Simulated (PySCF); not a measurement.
Se(SH)(SeH) (H2SSe2), SMILES S[Se][SeH]. Atoms are numbered in the order given.

```xyz
5

Se    -0.1593    -0.9112     0.1149
S     -2.2124    -0.1076     0.3765
H     -2.5690    -0.1055    -0.9318
Se     1.2320     0.9280    -0.2975
H      1.4981     1.2562     1.1178
```

The structure is a stationary point at r2SCAN-D4/def2-SVP. The values are those of a single conformer.

Calculation: PBE/def2-TZVPD run with PySCF.

The molecule is in vacuum.

```
Quantity                                                                                                         Value
---------------------------------------------------------------------------------------------  -----------------------
total energy                                                                                       -5201.65596 hartree
highest occupied level                                                                                        -6.11 eV
lowest empty level                                                                                            -2.88 eV
orbital gap                                                                                                    3.23 eV
dipole moment                                                                                                0.080 e·Å
quadrupole, principal values (traceless, Buckingham form, about the centre of nuclear charge)   -3.92, -1.91, 5.83 D·Å
mean static polarisability                                                                       87.8 bohr³ (13.01 Å³)
polarisability, principal values                                                               65.3, 75.8, 122.3 bohr³
```
